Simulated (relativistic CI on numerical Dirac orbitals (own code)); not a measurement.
# Tl6+: sensitivity of the levels to the model

Base calculation: Dirac-Coulomb-Breit CI, KLI orbitals optimised for each configuration, model QED (radiative potential, 1s self-energy scaled to tabulated hydrogen-like ionisation energies), unscaled Slater integrals.

Configurations in the expansion (outside the closed core [Kr] 4d10 4f14): 5s2 5p6 5d7, 5s2 5p6 5d6 6s, 5s2 5p6 5d6 5f, 5s2 5p6 5d6 6p, 5s2 5p5 5d8, 5s2 5p6 5d6 5g, 5s2 5p6 5d6 6d, 5s2 5p6 5d6 7s, 5s2 5p6 5d5 6s 6p, 5s2 5p6 5d6 7p, 5s2 5p6 5d6 6f, 5s2 5p6 5d6 7d, 5s2 5p6 5d6 8s, 5s2 5p5 5d7 5f, 5s2 5p6 5d6 8p, 5s2 5p6 5d5 5f 6s, 5s 5p6 5d8, 5s2 5p6 5d6 7f, 5s2 5p5 5d7 5g, 5s2 5p5 5d7 6s, 5s 5p6 5d7 5f, 5s2 5p6 5d5 6s2, 5s2 5p6 5d4 5f 6s2, 5s2 5p6 5d4 6s2 6p, 5s2 5p6 5d4 5g 6s2, 5s2 5p6 5d4 6s2 6d. Double excitations out of closed p, d and f shells are left out; levels of such configurations are missing from the list, as are those of other unlisted configurations, and high levels can miss mixing partners.

The lowest level and the first level of each name with at least 55 % of one term (blank where a level has no safe partner in the second run):

| Level | Base (cm⁻¹) | Shift (cm⁻¹) |
| --- | --- | --- |
| 5s2 5p6 5d7 4F_9/2 | 0.0 | 0.0 |
| 5s2 5p6 5d7 4F_7/2 | 16826.0 | -49.8 |
| 5s2 5p6 5d7 4P_5/2 | 28893.0 | -51.9 |
| 5s2 5p6 5d7 4P_1/2 | 33743.4 | -48.5 |
| 5s2 5p6 5d7 2H_11/2 | 37672.6 | -45.9 |
| 5s2 5p6 5d7 2G_7/2 | 40222.8 | -59.7 |
| 5s2 5p6 5d7 2D_5/2 | 48441.0 | -85.8 |
| 5s2 5p6 5d7 2F_5/2 | 52461.9 | -43.4 |
| 5s2 5p6 5d7 2P_1/2 | 55205.7 | -98.1 |
| 5s2 5p6 5d7 2H_9/2 | 55695.3 | -97.9 |
| 5s2 5p6 5d7 2F_7/2 | 64287.0 | -85.9 |
| 5s2 5p6 5d7 2D_3/2 | 65649.9 | -92.1 |
| 5s2 5p6 5d6 6s 6D_9/2 | 163373.5 | -640.1 |
| 5s2 5p6 5d6 6s 6D_7/2 | 173084.4 | -662.4 |

At this charge configurations can still be misplaced by up to about 7 % of their energy. Terms inside the open d or f shell come out 10 to 20 % too wide with unscaled integrals. Levels and lines within the n = 5 or 6 shells can be off by up to 10 % or somewhat more, and those that change n by about 2 %, since core polarisation is missing.

(1) One thing was changed in a second run, which moved the levels as shown. Which?
A. configuration mixing switched off
B. Breit term removed
C. QED terms removed
D. only the first configuration

## Answers

(1) C. QED terms removed. QED shifts follow the density of s (and p1/2) electrons at the nucleus, so configurations move by their count of such electrons; where none moves, the smaller shifts of p3/2 electrons and of j = l + 1/2 against j = l − 1/2 set the pattern.

LS names give the leading component of a level, which can be under half, so a name can repeat, a term be missing and a line seem to break the LS rules.
